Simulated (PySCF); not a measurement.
triflate (CF3O3S), SMILES FC(F)(F)S(=O)(=O)[O-], charge -1. Atoms are numbered in the order given.

```xyz
8

O      1.2483    -0.7207    -1.2406
S      0.0000     0.0000    -0.9236
O      0.0000     1.4414    -1.2406
O     -1.2483    -0.7207    -1.2406
C      0.0000     0.0000     0.9483
F      1.0782     0.6225     1.4393
F      0.0000    -1.2450     1.4393
F     -1.0782     0.6225     1.4393
```
Charge -1, spin multiplicity 1.

Geometry optimised at PBE0-D3(BJ)/def2-SVPD.

Calculation: B3LYP/pcSseg-1 run with PySCF.

GIAO shieldings, no solvent; atoms alike by connectivity are averaged. δ = σ(ref) − σ: ¹⁷O against H2O (σ = 333.8 ppm); ³³S against H2S (σ = 695.8 ppm); ¹³C against TMS (σ = 181.3 ppm); ¹⁹F against CFCl3 (σ = 161.7 ppm), references at their B3LYP-D3(BJ)/def2-TZVP geometries, non-relativistic.

Computed chemical shifts:
| nucleus | atoms | count | δ (ppm) |
|---|---|---|---|
| ¹⁷O | O1, O3, O4 | 3 | 236.9 |
| ³³S | S2 | 1 | 551.5 |
| ¹³C | C5 | 1 | 133.4 |
| ¹⁹F | F6, F7, F8 | 3 | -109.4 |
